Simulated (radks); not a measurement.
Species: the tungsten ion W34+. Configuration: [Kr] 4d4 (the NIST ground configuration). Method: Dirac Kohn-Sham, relativistic LDA (MacDonald-Vosko exchange, VWN5 correlation), spin-unpolarised, spherical densities, finite nucleus; open shells fill j = l - 1/2 first; Fermi nuclear charge, rms radius 5.3658 fm; computed with a radial shooting solver on a logarithmic mesh with Libxc functionals. Some entries of the table are withheld. Estimate them.

orbital,occ.,eigenvalue (hartree),<r^2> (bohr^2)
1s1/2,2,-2582.155,0.0004672
2s1/2,2,-487.9601,0.007114
2p1/2,2,-469.3039,0.005075
2p3/2,4,-420.2379,0.006271
3s1/2,2,-150.4160,0.04570
3p1/2,2,-142.1369,0.04180
3p3/2,4,-131.3104,0.04803
3d3/2,4,-117.4083,0.03699
3d5/2,6,-115.0316,0.03868
4s1/2,2,-65.08579,0.1917
4p1/2,2,-61.54844,0.1909
4p3/2,4,-58.30461,0.2118
4d3/2,4,-52.52383,0.2054
4d5/2,0,-51.83403,0.2114
5s1/2,0,-35.95636,0.5833
5p1/2,0,(1),(2)
5p3/2,0,(3),(4)

Answer. 
(1) 5p1/2 eigenvalue (hartree): -34.31183
(2) 5p1/2 <r^2> (bohr^2): 0.5980
(3) 5p3/2 eigenvalue (hartree): -32.97751
(4) 5p3/2 <r^2> (bohr^2): 0.6469
